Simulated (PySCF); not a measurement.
Constitutional and geometric isomers with formula CH7BSi. Gas-phase values, no solvent. One relaxed conformer stands for each flexible species; it need not be the lowest. Strings in code marks are SMILES.

Computed with PBE0-D3(BJ)/def2-TZVP in PySCF. 

| species | HOMO (eV) | LUMO (eV) |
|---|---|---|
| `B(C)[SiH3]` | -7.91 | [?] |
| `B[SiH2]C` | -8.10 | -2.30 |
| `BC[SiH3]` | -9.05 | -1.37 |

### Question
Fill in the missing entries.

### Answer

- `B(C)[SiH3]`, LUMO (eV): -1.82
